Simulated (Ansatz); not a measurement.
The same molecule with X = C, Si, Ge, Sn. Ansatz, PBE0-D4/def2-TZVP geometries, multiplicity 1.

Elements past krypton have def2 core potentials. Scalar relativity is left out up to krypton.

| X | molecule | mean X–F bond length / Å | mean X–H bond length / Å | mean X–I bond length / Å | LUMO energy (ωB97M-V/def2-TZVPP) / eV | size of the dipole moment (PBE/def2-TZVPP) / D | HOMO energy (PBE/def2-TZVPP) / eV |
| --- | --- | --- | --- | --- | --- | --- | --- |
| C | `FCI` | 1.353 | 1.088 | 2.142 | 0.90 | 1.53 | -6.40 |
| Si | `F[SiH2]I` | 1.592 | 1.477 | 2.422 | 1.26 | 1.08 | -6.81 |
| Ge | `[F][GeH2][I]` | 1.734 | 1.530 | 2.492 | 0.67 | 1.82 | -6.78 |

**Question.** Give the row for X = Sn, `[F][SnH2][I]`. (Estimate.)

**Answer.** Computed: 
```csv
X,molecule,mean X–F bond length / Å,mean X–H bond length / Å,mean X–I bond length / Å,LUMO energy (ωB97M-V/def2-TZVPP) / eV,size of the dipole moment (PBE/def2-TZVPP) / D,HOMO energy (PBE/def2-TZVPP) / eV
Sn,`[F][SnH2][I]`,1.918,1.697,2.658,0.15,2.41,-6.79
```

From C to Sn the mean X–F bond length rises at each step, by 0.565 Å in all; the mean X–H bond length rises at each step, by 0.609 Å in all; the mean X–I bond length rises at each step, by 0.516 Å in all; the LUMO energy (ωB97M-V/def2-TZVPP) isn't monotonic: highest at Si, lowest at Sn; the HOMO energy (PBE/def2-TZVPP) isn't monotonic: highest at C, lowest at Si. Bonds lengthen as the atom grows down the group. Dipoles are sizes alone, and their direction can turn along the series.

Spin–orbit coupling is left out; it splits and shifts lone-pair levels of the heavy atoms by tenths of an eV.
